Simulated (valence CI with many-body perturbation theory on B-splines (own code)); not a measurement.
Results of a calculation; reference values are marked as such.
## Basis-set convergence for Cr11+

Level of theory: relativistic CI+MBPT: three valence electrons over a frozen Dirac-Fock core [Ne], a basis of 9 s, 9 p, 8 d, 6 f, 3 g, 1 h functions for each j, with the one-electron correlation potential Σ1 (screened to all orders), the two-electron term Σ2, the three-electron term Σ3, Breit, model QED; selected single and double excitations, second order for the rest, scaled by the run's own slope (own B-spline code, finite nucleus).

No measured levels were compared; by estimate levels of excited configurations hold to 0.05 to 0.15 % of their energy, terms of the ground configuration to about 0.5 %.

The reference run has the lowest level 3s2.3p 2P°_1/2 and an ionisation energy of 298.244 eV. Its largest variational space holds 8624 state functions.

Names give the largest LS component (configuration and term), which can be under half, so a name can repeat, a term be missing and a line seem to break the LS rules; names also repeat where a configuration has a term twice.

Changed runs:
A. basis 6 s, 6 p, 5 d, 3 f, 1 g
B. basis 5 s, 5 p, 4 d, 2 f

Excitation energies of the reference run in cm⁻¹, and shifts in cm⁻¹:

| Level | Reference | A | B |
| --- | --- | --- | --- |
| 3s2.3p 2P°_3/2 | 12274 | -1.9 | -3.3 |
| 3s.3p2 4P_1/2 | 192009 | -97 | -295 |
| 3s.3p2 4P_3/2 | 196819 | -99 | -300 |
| 3s.3p2 4P_5/2 | 203258 | -98 | -296 |
| 3s.3p2 2D_3/2 | 254466 | +30 | +99 |
| 3s.3p2 2D_5/2 | 255609 | +29 | +96 |
| 3s.3p2 2S_1/2 | 314047 | +172 | +532 |
| 3s.3p2 2P_1/2 | 333517 | +119 | +392 |
| 3s.3p2 2P_3/2 | 339586 | +109 | +365 |
| 3s2.3d 2D_3/2 | 408701 | +275 | +907 |
| 3s2.3d 2D_5/2 | 409807 | +274 | +904 |
| 3p3 2D°_3/2 | 493375 | -39 | -170 |
| Ionisation energy (eV) | 298.244 | -0.013 | -0.039 |
